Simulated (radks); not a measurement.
Spin polarisation of the 3p3 shell in P. Start: [Ne] 3s2 3p(up 1.5, down 1.5); electrons of 3p are moved from spin down to spin up, other shells keep equal spins. Method: non-relativistic Kohn-Sham, r2SCAN, spin-polarised, spherical densities, point nucleus; meta-GGA in the generalised Kohn-Sham scheme; computed with a radial shooting solver on a logarithmic mesh with Libxc functionals.

moment (Bohr magnetons),E - E(0) (eV),e(3p up) (eV),e(3p down) (eV),3s down minus up (eV)
0,0.000,-5.629,-5.629,0.000
0.75,-0.148,-5.990,-5.199,0.862
1.5,-0.596,-6.290,-4.684,1.740
2.25,-1.360,-6.527,-4.045,2.662
3,-2.471,-6.696,-3.262,3.658

At moment 3 the spin-polarisation energy is -2.471 eV and the 3p exchange splitting 3.434 eV, that is 1.145 eV per Bohr magneton; E = -I m^2/4 would give I = 1.098 eV.
